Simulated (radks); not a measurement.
Yb3+, 67 electrons, occupied as [Xe] 4f13 (the NIST ground configuration). Calculated with a radial shooting solver on a logarithmic mesh with Libxc functionals: scalar-relativistic Kohn-Sham, Slater X-alpha with alpha = 0.667, spin-polarised, spherical densities, point nucleus; open shells are filled with parallel spins first (spin-orbit coupling, left out, can overturn this in heavy ions).

Unscreened Slater integrals over Kohn-Sham orbitals (hartree). They are taken over the spin-up orbitals.

integral,value
"F0(4f,4f)",1.2786
"F2(4f,4f)",0.59937
"F4(4f,4f)",0.37442
"F6(4f,4f)",0.26892
"F0(4f,5p)",0.78123
"F2(4f,5p)",0.26044
"G2(4f,5p)",0.13318
"G4(4f,5p)",0.10278
"F0(4f,5s)",0.88567
"G3(4f,5s)",0.15975
"F0(5p,5p)",0.64706
"F2(5p,5p)",0.34821
"F0(5p,5s)",0.69499
"G1(5p,5s)",0.46198
"F0(5s,5s)",0.75873

Derived for the open shells (J is the average intra-shell exchange parameter used in DFT+U). 4f: F4/F2 = 0.625, F6/F2 = 0.449, J = (286 F2 + 195 F4 + 250 F6)/6435 = 0.04843 hartree.
